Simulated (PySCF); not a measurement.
**What binds GaBr: the parts of the energy along the bond**

State: ¹Σ⁺, singlet, closed shell. RHF-based CCSD(T) in PySCF 2.14 with Ga cc-pwCVDZ-PP with ECP10, Br aug-cc-pVDZ-PP with ECP10 and Ga cc-pwCVTZ-PP with ECP10, Br aug-cc-pVTZ-PP with ECP10 (frozen core orbitals: 13; scalar-relativistic core potentials). Correlation energies are extrapolated as n⁻³ (n = 2, 3), Hartree–Fock as (n+1)·exp(−9√n). CV is the change on freezing 8 orbitals instead, in Ga cc-pwCVTZ-PP with ECP10, Br cc-pwCVTZ-PP with ECP10. All energies in eV from Ga + Br.

```
 R (Å)  HF/CBS  CCSD corr.      (T)       CV   total
2.1001  -2.624      -1.085  -0.1441  -0.0582  -3.911
2.1955  -2.968      -1.046  -0.1441  -0.0470  -4.205
2.2910  -3.139      -1.013  -0.1444  -0.0382  -4.335
2.3865  -3.189      -0.984  -0.1448  -0.0314  -4.349
2.4819  -3.156      -0.958  -0.1451  -0.0261  -4.286
2.6012  -3.039      -0.929  -0.1452  -0.0211  -4.134
2.7206  -2.868      -0.902  -0.1450  -0.0175  -3.933
```

A fit to the total gives Re = 2.3526 Å, De = 4.355 eV, ωe = 268.5 cm⁻¹, Be = 0.08279 cm⁻¹ (masses 68.9256 and 78.9183 u).

Task: At R = 2.3865 Å the CCSD correlation energy is -0.412833 hartree in the smaller basis and -0.664210 in the larger. Extrapolate it.

Result: (3³·E3 − 2³·E2)/(3³ − 2³) = -0.77005 hartree; the larger basis holds 86.3 % of it.

The T1 diagnostic is 0.016. The open-shell atoms are computed with UHF. Spin–orbit coupling, excitations beyond (T) and corrections to the Born–Oppenheimer picture are left out.
